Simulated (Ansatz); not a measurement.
Consider the formal hydrolysis of the Si–Br bond: `CC[SiH](F)Br` + H₂O → `CC[SiH](O)F` + HBr.

Program: Ansatz. Geometries: PBE0-D4/def2-TZVP. ΔE: electronic, gas phase. CCSD(T)/CBS is the MP2 limit (def2-TZVPP, def2-QZVPP) plus CCSD(T) − MP2 in def2-TZVPP, frozen cores. This one scheme is used for every species. Functionals use def2-TZVPP. For Br outer-core shells are correlated without core-valence functions, which leaves a few kJ/mol of doubt a bond. Scalar relativity is left out up to krypton. Each species was taken in one conformer, which may not be the lowest.

```json
{"level": "B2PLYP", "ΔE (kJ/mol)": "-12.8"}
{"level": "HF/def2-TZVPP", "ΔE (kJ/mol)": "-17.9"}
{"level": "CCSD/def2-TZVPP", "ΔE (kJ/mol)": "-13.3"}
{"level": "HF/def2-QZVPP", "ΔE (kJ/mol)": "-18.5"}
```

What does CCSD(T)/CBS give? (Estimate.)

Computed: -4.1 kJ/mol. The listed levels differ from it by -8.7, -13.8, -9.2, -14.4 kJ/mol.

Largest T1 diagnostic among the species: 0.011.

In def2-TZVPP, CCSD(T) changes the Hartree–Fock value by +6.2 kJ/mol (the triples alone add +1.6 kJ/mol) and MP2 by +11.6 kJ/mol. The D4 term adds +3.8 kJ/mol with B3LYP and +2.0 kJ/mol with PBE0; it sums over pairs of atoms, weighted by their polarisabilities, and B3LYP, whose exchange is more repulsive, gets the larger term.

B3LYP here is the variant with VWN-RPA as its local correlation; programs differ in this.
